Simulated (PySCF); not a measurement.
H10GeOSi3 (SMILES [OH][Ge]([SiH3])([SiH3])[SiH3]), singlet, geometry from GFN2-xTB; DF-B3LYP/6-31G** (PySCF).

Input for PySCF:
```python
from pyscf import gto, scf, dft

mol = gto.M(
    atom='''
O     0.484523   -0.403180   -1.805025
Ge    0.018724   -0.021042   -0.095619
Si    0.422201    2.309441   -0.237147
Si    1.550910   -1.267176    1.243766
Si   -2.247370   -0.748916    0.082905
H     0.432818   -1.311524   -2.090731
H     1.824927    2.604933   -0.539882
H    -0.405343    2.966353   -1.251531
H     0.117313    2.950314    1.049489
H     1.507006   -2.704535    0.941809
H     1.210979   -1.110922    2.659079
H     2.940323   -0.835826    1.068744
H    -3.161580   -0.007234   -0.789527
H    -2.387156   -2.170911   -0.261447
H    -2.715003   -0.588743    1.460665
''',
    basis='6-31g**',
    charge=0,
    spin=0,
    verbose=4,
    max_memory=1800,
)

mf = dft.RKS(mol)
mf.xc = 'b3lyp'
mf = mf.density_fit(auxbasis='def2-universal-jkfit')
mf.kernel()
```

Question: Write the output that PySCF gives for this input, abridged.

Answer: 
```
PySCF version 2.14.0

[INPUT] verbose = 4
[INPUT] num. atoms = 15
[INPUT] num. electrons = 92
[INPUT] charge = 0
[INPUT] spin (= nelec alpha-beta = 2S) = 0
[INPUT] symmetry False subgroup None
[INPUT] Mole.unit = angstrom
[INPUT] Symbol           X                Y                Z      unit          X                Y                Z       unit  Magmom
[...]
nuclear repulsion = 659.575922554618
number of shells = 72
number of NR pGTOs = 345
number of NR cGTOs = 150
basis = 6-31g**
ecp = {}

******** <class 'pyscf.df.df_jk.DFRKS'> ********
method = DFRKS
initial guess = minao
damping factor = 0
level_shift factor = 0
DIIS = <class 'pyscf.scf.diis.CDIIS'>
diis_start_cycle = 1
diis_space = 8
diis_damp = 0
SCF conv_tol = 1e-09
SCF conv_tol_grad = None
SCF max_cycles = 50
direct_scf = False
XC library pyscf.dft.libxc version 7.1.2
    S. Lehtola, C. Steigemann, M. J. T. Oliveira, and M. A. L. Marques,  SoftwareX 7, 1–5 (2018)
XC functionals = b3lyp
    P. J. Stephens, F. J. Devlin, C. F. Chabalowski, and M. J. Frisch,  J. Phys. Chem. 98, 11623 (1994)
radial grids:
    Treutler-Ahlrichs [JCP 102, 346 (1995); DOI:10.1063/1.469408] (M4) radial grids

becke partition: Becke, JCP 88, 2547 (1988); DOI:10.1063/1.454033
pruning grids: <function nwchem_prune>
grids dens level: 3
symmetrized grids: False
atomic radii adjust function: <function treutler_atomic_radii_adjust>
small_rho_cutoff = 0
Set gradient conv threshold to 3.16228e-05
Initial guess from minao.
tot grids = 190344
******** <class 'pyscf.df.df.DF'> ********
auxbasis = def2-universal-jkfit
init E= -3025.77739154116
[...]
cycle= 1 E= -3026.36530845024  delta_E= -0.588  |g|= 0.895  |ddm|= 3.37
[...]
cycle= 2 E= -3025.72753478733  delta_E= 0.638  |g|= 1.93  |ddm|= 4.72
[...]
cycle= 3 E= -3026.50041583547  delta_E= -0.773  |g|= 0.186  |ddm|= 4.18
[...]
cycle= 4 E= -3026.50641454392  delta_E= -0.006  |g|= 0.0951  |ddm|= 0.367
[...]
cycle= 5 E= -3026.5075163702  delta_E= -0.0011  |g|= 0.0129  |ddm|= 0.0877
[...]
cycle= 6 E= -3026.50756174074  delta_E= -4.54e-05  |g|= 0.00265  |ddm|= 0.0229
[...]
cycle= 7 E= -3026.50756399494  delta_E= -2.25e-06  |g|= 0.000569  |ddm|= 0.00562
[...]
cycle= 8 E= -3026.50756412441  delta_E= -1.29e-07  |g|= 9.44e-05  |ddm|= 0.00107
[...]
cycle= 9 E= -3026.50756412772  delta_E= -3.31e-09  |g|= 3.1e-05  |ddm|= 0.000269
[...]
cycle= 10 E= -3026.50756412809  delta_E= -3.77e-10  |g|= 4.6e-06  |ddm|= 6.57e-05
[...]
Extra cycle  E= -3026.50756412809  delta_E= 7.28e-12  |g|= 5.53e-06  |ddm|= 1.21e-05
converged SCF energy = -3026.50756412809
```
